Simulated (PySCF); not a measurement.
CH10FNSi3, SMILES [SiH3]N[Si@@H](C)[SiH2]F.

Geometry optimised at B3LYP-D3(BJ)/def2-SVP. The structure was generated by enumeration; whether it is a known compound was not checked. Other conformers were not sampled.

Two levels are set side by side: TDA-PBE/def2-SVPD (PySCF) and TDA-PBE0/def2-SVPD (PySCF). Vertical, same geometry. The lowest singlet is HOMO→LUMO 99 % with PBE and HOMO→LUMO 96 % with the other functional; states are paired by order. Differences are taken from unrounded values.

| quantity | TDA-PBE0 |
|---|---|
| lowest singlet excitation (eV) | 5.37 |
| lowest triplet excitation (TDA) (eV) | 4.91 |

Q: What does TDA-PBE give, and how far is it from TDA-PBE0? (An estimate is asked for; the answer gives what the named calculation found.)

A: 
```json
[
 {"quantity": "lowest singlet excitation (eV)", "TDA-PBE": "4.58", "TDA-PBE minus TDA-PBE0": "-0.79"},
 {"quantity": "lowest triplet excitation (TDA) (eV)", "TDA-PBE": "4.31", "TDA-PBE minus TDA-PBE0": "-0.60"}
]
```

A lower first singlet is the usual sign of a functional without exact exchange. Differences between two approximate levels are no errors against the true value.

Rough cost on one machine, each run with all the roots and properties that it gave: TDA-PBE0 against TDA-PBE about 2 times.
